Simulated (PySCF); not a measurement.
**Si⁺: excitation energy**

Si⁺ [Ne] 3s2 3p1 (2P) → Si⁺ [Ne] 3s1 3p2 (4P), as a difference of total energies. Calculation: PySCF 2.14, in aug-cc-pV(Q+d)Z (7s6p5d3f2g, 89 functions); the non-relativistic Hamiltonian (point nucleus). Correlated levels: valence: [Ne] frozen. The calculations carry no spin-orbit coupling.

| method | excitation energy (eV) | error (eV) |
| --- | --- | --- |
| UHF | 3.874 | -1.434 |
| LDA | 5.344 | +0.036 |
| PBE | 5.224 | -0.084 |
| PBE0 | 5.063 | -0.245 |
| r2SCAN | 4.645 | -0.663 |
| MN15 | 5.200 | -0.108 |
| BLYP | 5.604 | +0.296 |
| M06 | 5.535 | +0.227 |
| B2PLYP | 5.346 | +0.038 |
| MP2 (valence) | 4.788 | -0.520 |
| SCS-MP2 (valence) | 5.150 | -0.158 |

Reference: 5.308 eV (measured; NIST levels, between the centres of gravity of the two terms).

Errors of the correlated levels include the incompleteness of this basis and the frozen core.
